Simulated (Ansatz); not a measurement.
Question: Predict a relaxed structure of `Brc1cccc2cc3ccccc3cc12`, charge 0, singlet, at PBE0-D4/def2-SVP (Ansatz).

Answer: 
```csv
atom,x (Å),y (Å),z (Å)
Br1,3.029,-2.319,-1.619
C2,1.348,-2.378,-0.760
C3,0.789,-3.602,-0.509
C4,-0.473,-3.692,0.135
C5,-1.143,-2.561,0.511
C6,-0.589,-1.270,0.265
C7,-1.263,-0.105,0.644
C8,-0.733,1.166,0.409
C9,-1.413,2.360,0.793
C10,-0.863,3.589,0.547
C11,0.401,3.698,-0.098
C12,1.084,2.575,-0.481
C13,0.545,1.275,-0.243
C14,1.223,0.113,-0.624
C15,0.693,-1.157,-0.389
H16,1.318,-4.509,-0.806
H17,-0.901,-4.679,0.326
H18,-2.114,-2.626,1.007
H19,-2.234,-0.195,1.139
H20,-2.384,2.274,1.288
H21,-1.394,4.496,0.845
H22,0.825,4.687,-0.286
H23,2.055,2.656,-0.976
H24,2.193,0.204,-1.118
```
Point group Cs (tolerance 0.1 Å). This is one stationary point.
